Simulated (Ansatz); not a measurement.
Born–Oppenheimer molecular dynamics of C2H9FO3Si2 (17 atoms, charge 0, multiplicity 1). It starts from a relaxed structure.

These are results of RKS PBE-D4/STO-3G in Ansatz, not measurements.

```
ensemble        : NVT, Nosé–Hoover chain
time step       : 0.5 fs
steps asked     : 250
set temperature : 500 K
thermostat      : time constant 300 fs, chain length 1
masses          : H 2.014 u
seed            : 97871
```

First frame:

```xyz
17
Properties=species:S:1:pos:R:3
Si -0.099 -0.171 0.240
O -0.142 -0.731 1.846
Si -1.248 0.134 2.851
H -2.633 0.061 2.384
H -1.169 -0.550 4.135
H -0.888 1.536 3.053
F 1.417 0.327 -0.128
O -1.138 1.221 0.162
C -2.288 1.005 -0.728
H -3.120 0.445 -0.225
H -2.688 2.006 -1.011
H -2.041 0.454 -1.670
O -0.432 -1.419 -0.914
C -1.404 -2.381 -0.369
H -1.156 -2.733 0.664
H -2.453 -1.987 -0.346
H -1.400 -3.269 -1.043
```

(1) What does the run give?

(2) What happens to the structure?

(3) How do temperature and energy run in time?

Answers

(1) All steps were run.

| Item | Value |
| --- | --- |
| steps done | 250 |
| time covered | 125 fs |
| mean temperature over the second half | 270 K |
| spread of the potential energy over the second half | 4.5 meV per atom |
| mean potential energy of the second half above the start | 27.7 meV per atom |

The conserved energy stayed within 0.21 meV per atom of its start (net change 0.12 meV per atom), so the integration is sound. The mean temperature of the second half is 46 % below the set value. A run of 0.12 ps of so small a system gives no equilibrium averages. Limits of this set-up: minimal basis.

(2) The same pairs are bonded in the first frame and the last. Pairs count as bonded within 1.25 times the sum of covalent radii (0.12 Å more for H–H). Another seed would give other details.

(3) 
| time (fs) | T (K) | potential energy less start (eV) | conserved less start (meV/atom) |
| --- | --- | --- | --- |
| 0.0 | 500 | 0.000 | 0.00 |
| 4.0 | 296 | 0.398 | 0.19 |
| 8.0 | 243 | 0.501 | 0.12 |
| 12.0 | 218 | 0.550 | 0.14 |
| 16.0 | 260 | 0.469 | 0.16 |
| 20.0 | 300 | 0.389 | 0.05 |
| 24.0 | 170 | 0.644 | 0.20 |
| 28.0 | 293 | 0.404 | 0.05 |
| 32.0 | 239 | 0.511 | 0.14 |
| 36.0 | 241 | 0.508 | 0.14 |
| 40.0 | 272 | 0.447 | 0.10 |
| 44.0 | 265 | 0.463 | 0.17 |
| 48.0 | 312 | 0.371 | 0.07 |
| 52.0 | 251 | 0.493 | 0.16 |
| 56.0 | 284 | 0.429 | 0.10 |
| 60.0 | 293 | 0.413 | 0.10 |
| 64.0 | 251 | 0.497 | 0.17 |
| 68.0 | 309 | 0.383 | 0.07 |
| 72.0 | 240 | 0.521 | 0.17 |
| 76.0 | 262 | 0.478 | 0.09 |
| 80.0 | 244 | 0.514 | 0.13 |
| 84.0 | 262 | 0.482 | 0.14 |
| 88.0 | 322 | 0.367 | 0.09 |
| 92.0 | 246 | 0.518 | 0.19 |
| 96.0 | 320 | 0.374 | 0.06 |
| 100.0 | 213 | 0.585 | 0.17 |
| 104.0 | 247 | 0.520 | 0.10 |
| 108.0 | 281 | 0.457 | 0.12 |
| 112.0 | 299 | 0.426 | 0.15 |
| 116.0 | 292 | 0.441 | 0.10 |
| 120.0 | 196 | 0.632 | 0.20 |
| 124.0 | 351 | 0.331 | 0.07 |

Time of the run: 24 min on 1 thread of Arm Neoverse V1, with other jobs on the host, peak memory 0.12 GiB.
